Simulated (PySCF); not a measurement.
Mean polarisability (bohr³) of eight compounds of closed-shell metals: PBE beside PBE0, computed with PySCF for isolated molecules in the bases named; differences from unrounded values. The eight are the first of their class met in an unordered collection, after screening for sound electronic states; none was chosen by its value. Each molecule has one DFT geometry for both levels.

| molecule | basis | PBE0 | PBE | difference |
|---|---|---|---|---|
| Ga(OH)(OMe)(NH2) (CH₆GaNO₂), SMILES C[O][Ga]([NH2])[OH] | def2-TZVP | 51.5 | 55.0 | 3.5 |
| CH₅ClGaNO, SMILES C[O][Ga]([NH2])[Cl] | def2-TZVP | 60.4 | 63.9 | 3.5 |
| Al(Me)(Et)(OH) (C₃H₉AlO), SMILES C[CH2][Al]([CH3])[OH] | def2-TZVP | 65.2 | 68.3 | 3.1 |
| Al(H)(Et)(vinyl) (C4H9Al), SMILES [CH](=C)[AlH][CH2]C | def2-TZVP | 75.1 | 77.6 | 2.5 |
| CH4S2Zn, SMILES C[S][Zn][SH] | def2-TZVP | 77.5 | 81.3 | 3.8 |
| Al(H)(NH2)(NMe2) (C2H9AlN2), SMILES C[N](C)[AlH][NH2] | def2-TZVP | 68.4 | 72.4 | 4.0 |
| Ga(F)2(OSiH3) (F₂GaH₃OSi), SMILES [F][Ga]([F])[O][SiH3] | def2-TZVP | 50.2 | 53.9 | 3.7 |
| Al(H)(OH)(nPr) (C₃H₉AlO), SMILES [OH][AlH][CH2]CC | def2-TZVP | 66.7 | 69.9 | 3.2 |

PBE lies below PBE0 in 0 and above it in 8 of the eight; the mean signed difference is 3.4 and the largest 4.0 bohr³.
